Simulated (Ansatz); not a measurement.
`[Cl][In]([Cl])[GeH3]` and `C#[C][In]([Cl])[Cl]` differ in one atom or group.

Ansatz, PBE0-D4/def2-TZVP geometries, multiplicity 1. 

Elements past krypton have def2 core potentials. Scalar relativity is left out up to krypton.

| property | `[Cl][In]([Cl])[GeH3]` |
| --- | --- |
| HOMO–LUMO gap (B3LYP/def2-TZVPP) / eV | 5.72 |
| size of the dipole moment (B3LYP/def2-TZVPP) / D | 3.82 |
| LUMO energy (PBE0/def2-TZVPP) / eV | -2.07 |
| HOMO–LUMO gap (ωB97M-V/def2-TZVPP) / eV | 9.81 |
| size of the dipole moment (ωB97M-V/def2-TZVPP) / D | 3.81 |
| HOMO energy (B3LYP/def2-TZVPP) / eV | -8.02 |

Task: What does the change do to each property? (An estimate is asked.)

Result: Ansatz gave: 
| property | `C#[C][In]([Cl])[Cl]` | shift |
| --- | --- | --- |
| HOMO–LUMO gap (B3LYP/def2-TZVPP) / eV | 6.25 | 0.53 |
| size of the dipole moment (B3LYP/def2-TZVPP) / D | 2.64 | -1.18 |
| LUMO energy (PBE0/def2-TZVPP) / eV | -2.06 | 0.01 |
| HOMO–LUMO gap (ωB97M-V/def2-TZVPP) / eV | 10.74 | 0.93 |
| size of the dipole moment (ωB97M-V/def2-TZVPP) / D | 2.67 | -1.14 |
| HOMO energy (B3LYP/def2-TZVPP) / eV | -8.57 | -0.55 |

Dipoles are sizes alone; their direction can turn.

B3LYP here is the variant with VWN-RPA as its local correlation; programs differ in this.
